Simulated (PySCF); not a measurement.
Telling isomers of C9H13N apart by NMR

How the numbers were obtained: geometry: GFN2-xTB, PBE0/pcSseg-1 with gauge-including orbitals, in PySCF (one averaged value for each set of equivalent atoms, non-relativistic, no solvent model, one conformer).

References, each an isolated molecule treated in the same way: TMS for ¹H (31.72 ppm), ¹³C (186.93 ppm). Where no couplings were computed, multiplicities follow the n + 1 count of equivalent neighbours, and m marks all less simple cases (inequivalent or close neighbours, rings, F or P nearby). Shifts are as computed. Against solution values, carbons near 30 ppm lie about +3 ppm off and those near 130 ppm about +5 ppm. Of 1211 compounds with measured shifts, 218 miss one by over three times the rms of a fit or turn the order of signals round; such compounds aren't used in these exercises.

(1) Tabulate the signals of `N#C[C@@H]1C[C@@H]2CCCC[C@@H]21`, `N#C[C@@H]1[C@@H]2CCC[C@H]1CC2`, `CC(C)(C)c1cccnc1` and their relative energies.

(2) What is the quickest way to tell N#C[C@@H]1C[C@@H]2CCCC[C@@H]21 from N#C[C@@H]1[C@@H]2CCC[C@H]1CC2?

(3) What is the quickest way to tell N#C[C@@H]1[C@@H]2CCC[C@H]1CC2 from CC(C)(C)c1cccnc1?

(4) What is the quickest way to tell N#C[C@@H]1C[C@@H]2CCCC[C@@H]21 from CC(C)(C)c1cccnc1?

Answers

(1) 
```tsv
SMILES	carbon types	δC	δH	E rel. (kcal/mol)
N#C[C@@H]1C[C@@H]2CCCC[C@@H]21	1×C 3×CH 5×CH2	125.8, 35.7, 31.5, 29.9, 29.8, 29.8, 26.0, 24.7, 23.4	2.85 (m, 1H), 2.34 (m, 1H), 2.32 (m, 1H), 2.19 (m, 1H), 2.13 (m, 1H), 2.06 (m, 1H), 1.84 (m, 1H), 1.75 (m, 1H), 1.67 (m, 1H), 1.47 (m, 1H), 1.42 (m, 1H), 1.34 (m, 1H), 0.95 (m, 1H)	17.7
N#C[C@@H]1[C@@H]2CCC[C@H]1CC2	1×C 3×CH 5×CH2	125.6, 42.2, 37.0, 31.5, 30.8, 21.3	2.39 (m, 1H), 2.23 (m, 2H), 2.17 (m, 2H), 1.87 (m, 2H), 1.61 (m, 2H), 1.55 (m, 1H), 1.44 (m, 1H), 1.34 (m, 2H)	0.0
CC(C)(C)c1cccnc1	2×C 4×CH 3×CH3	155.5, 152.7, 150.7, 136.3, 127.9, 35.4, 32.9	9.17 (s, 1H), 8.82 (d, 1H), 7.75 (d, 1H), 7.37 (m, 1H), 1.37 (s, 9H)	0.6
```

Energies are electronic energies at PBE0/pcSseg-1 on these geometries, without zero-point or thermal terms, each for the one conformer computed, which needn't be the lowest.

(2) Count the carbon signals: 9 against 6. The first has an sp3 CH α to a nitrile at 23.4 ppm, the second an sp3 CH in a ring at 42.2 ppm. Their most deshielded carbons lie at 125.8 and 125.6 ppm. In the proton spectra the most deshielded non-exchanging signals are 2.85 (m, 1H) and 2.39 (m, 1H).

(3) Count the carbon signals: 6 against 7. The first has an sp3 CH in a ring at 42.2 ppm, the second an aromatic CH next to a ring nitrogen at 155.5 ppm. Their most deshielded carbons lie at 125.6 and 155.5 ppm. In the proton spectra the most deshielded non-exchanging signals are 2.39 (m, 1H) and 9.17 (s, 1H).

(4) Count the carbon signals: 9 against 7. The first has an sp3 CH in a ring at 35.7 ppm, the second an aromatic CH next to a ring nitrogen at 155.5 ppm. Their most deshielded carbons lie at 125.8 and 155.5 ppm. In the proton spectra the most deshielded non-exchanging signals are 2.85 (m, 1H) and 9.17 (s, 1H).
